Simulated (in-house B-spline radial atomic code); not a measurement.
Configurations of the oxygen ion O²⁺, with energies counted from [He] 2s2 (2p1/2)2. All numbers are computed (Dirac-Hartree-Fock, average of each configuration as written; Fermi nucleus of rms radius 2.6991 fm) with an all-electron radial atomic-structure program (B-spline basis), not measured. Energies include first-order Breit, QED and recoil terms.

Occupations are held fixed; configurations that lie above the ionisation limit could autoionise.

```csv
configuration,E - E(ref) (eV),highest orbital,its <r> (bohr)
[He] 2s2 (2p1/2)1 (2p3/2)1,-1.1254,2p3/2,0.9906
[He] 2s1 (2p1/2)1 (2p3/2)2,14.481,2p3/2,1.005
[He] 2s2 (2p1/2)1 (4d5/2)1,44.369,4d5/2,6.738
[He] 2s2 (2p3/2)1 (4f5/2)1,44.635,4f5/2,5.989
[He] 2s2 (2p1/2)1 (5g9/2)1,47.347,5g9/2,9.166
[He] 2s2 (2p3/2)1 (6p1/2)1,48.49,6p1/2,15.78
```

(1) Order these further configurations by energy, lowest first.
A. [He] 2s2 (2p3/2)2
B. [He] 2s1 (2p1/2)1 (2p3/2)1 (4d5/2)1
C. [He] 2s2 (2p3/2)1 6s1
D. [He] 2s1 (2p1/2)2 (5g9/2)1
E. [He] 2s1 (2p3/2)2 (4f7/2)1

(2) How far above the reference does [He] 2s2 (2p1/2)1 (5f5/2)1 lie?

(3) How far above the reference does [He] 2s1 (2p3/2)2 (5p1/2)1 lie?

(4) Is the reference the lowest configuration at this level of theory?

Results:

(1) A (-0.6949 eV), C (48.133 eV), B (57.55 eV), E (58.252 eV), D (61.763 eV).

(2) 47.341 eV; its least bound orbital is 5f5/2 with <r> = 10.48 bohr.

(3) 60.324 eV; its least bound orbital is 5p1/2 with <r> = 10.65 bohr.

(4) No: [He] 2s2 (2p1/2)1 (2p3/2)1 lies 1.125 eV lower. Averages of configurations without correlation can order differently from the measured ground levels.
